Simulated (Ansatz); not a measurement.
Ansatz (a program for electronic structure) input:

Ansatz 0.2 input:
```yaml
crystal:
  periodic: [false, false, false]
  atoms:
    - {symbol: H, position_ang: [-0.00000000, -0.00000000, -2.22228430]}
    - {symbol: C, position_ang: [-0.00000000, -0.00000000, -1.14137802]}
    - {symbol: C, position_ang: [0.00000000, 0.00000000, 0.08705893]}
    - {symbol: C, position_ang: [0.00000000, 0.00000000, 1.42469980]}
basis:
  gaussian:
    orbitals: aug-cc-pVDZ
total_charge: 1
magnetization: {spin_polarized: false}
correlation: {method: ccsd_t, electrons: outside_noble_gas}
output: {forces: true}
```

Problem. Which total energy does the run end on?

Solution. -114.04506 Eh (CCSD(T)/aug-cc-pVDZ). The basis has 78 functions.

It need not be the lowest isomer of its formula.
